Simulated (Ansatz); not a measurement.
`[SiH3]C1(Br)O[SiH2]1` → `BrC1O[SiH2]1` + `[SiH2]` at 298.15 K and 1 bar (silylene formation by 1,1-elimination).

Program: Ansatz. Geometries: PBE0-D4/def2-TZVP. ΔE: electronic, gas phase. CBS: MP2 limit from def2 TZ/QZ plus the TZ coupled-cluster correction, frozen cores. This one scheme is used for every species. For Br outer-core shells are correlated without core-valence functions, which leaves a few kJ/mol of doubt a bond. Scalar relativity is left out up to krypton.

```csv
species,CCSD(T)/CBS energy (Eh),H − E (kJ/mol),S (J/(mol·K))
`[SiH3]C1(Br)O[SiH2]1`,-3267.67849,158.8,361.7
`BrC1O[SiH2]1`,-2977.39659,113.9,308.5
`[SiH2]`,-290.19011,40.6,207.5
```

H − E and S are ideal-gas, rigid-rotor, harmonic terms from PBE0-D4/def2-TZVP, for one conformer and one mirror image of each species. 1 Eh = 2625.50 kJ/mol, R = 8.31446 J/(mol·K).

**Question.** By hand: ΔE, ΔH, ΔS and ΔG.

**Answer.** ΔE = (-2977.39659) + (-290.19011) − (-3267.67849) = 0.09179 Eh = 241.0 kJ/mol. Δ(H − E) = 113.9 + 40.6 − 158.8 = -4.3, so ΔH = 236.7 kJ/mol. ΔS = 308.5 + 207.5 − 361.7 = 154.3 J/(mol·K). ΔG = 236.7 − 298.15 × (154.3)/1000 = 190.7 kJ/mol.

**Question.** By hand: the equilibrium constant, and the temperature at which ΔG would vanish if ΔH and ΔS stayed fixed.

**Answer.** log₁₀ K = −ΔG/(RT ln 10) = -33.4. ΔG = 0 at ΔH/ΔS = 1534 K.

The number of gas molecules changes by +1, which sets the sign of ΔS. A doubt of 5 kJ/mol in ΔE shifts log₁₀ K by 0.9 here. Other conformers and mirror images would add mixing entropy, several J/(mol·K) or more a flexible species. These are equilibria of isolated gas molecules and say nothing of rates. Largest T1 diagnostic: 0.014 (customary marks: 0.02 for closed shells, 0.045 for open ones).
